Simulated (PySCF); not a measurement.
Molecule: Ge(Br)2(OH)(NH2), SMILES [NH2][Ge]([OH])([Br])[Br]. Atoms near the plane z = 1.2 Å, at the CAM-B3LYP/def2-SVP optimised geometry (x, y, z in Å): N1 (1.2, -1.0, 0.0), Ge2 (-0.6, -1.0, 0.0), O3 (-1.1, -1.8, 1.5), Br5 (-1.6, 1.0, 0.0), H6 (1.6, -0.6, 0.8), H8 (-2.0, -1.7, 1.7).

Method: CAM-B3LYP/def2-TZVP run with PySCF. Cells within 0.4 Å of a nucleus heavier than hydrogen are left out (blank, or x). The values are rescaled to run from 0 to 1.

```
|8888888888888888888888888888888|
|8888888888888888888888888888888|
|8888888888888888888888888888888|
|8888888999888888888888888888888|
|8888899999998888888888888888888|
|8888999999998888888888888888888|
|8889999999999888888888888888888|
|8889999999998888888888888888888|
|8889999999988888888888888888888|
|8889999999888888888888888888888|
|8888999988877788888888888888888|
|8888888877777778888888888888888|
|8888888776667788888888888888888|
|8888887776677788888888888888888|
|8888887777778888888889999988888|
|8888888777888898888889999988888|
|8888888888899999888889999998888|
|8888888888899999888889999998888|
|8888888888889999888889999998888|
|8888888887767888888889999998888|
|8888998875435788888889999988888|
|88889988640x2678888888999988888|
|8888888864xx2678888888888888888|
|8888888876445788888888888888888|
|8888888887777888888888888888888|
|8888888888888888888888888888888|
|8888888888888888888888888888888|
|8888888888888888888888888888888|
|8888888888888888888888888888888|
|8888888888888888888888888888888|
|8888888888888888888888888888888|
```
Scale: ten equal steps from 0.000 (start of '0') to 1.00 (end of '9'), in the order '0123456789'; x runs from -4.00 to 4.00, y from -4.00 (bottom) to 4.00 (top).

**Question.** Which quantity is mapped?
(A) deformation density (molecule minus spherical neutral atoms)
(B) log10 of the electron density
(C) electron localisation function
(D) an orbital amplitude

**Answer.** D, an orbital amplitude. In full: LUMO amplitude (bohr^(-3/2)).
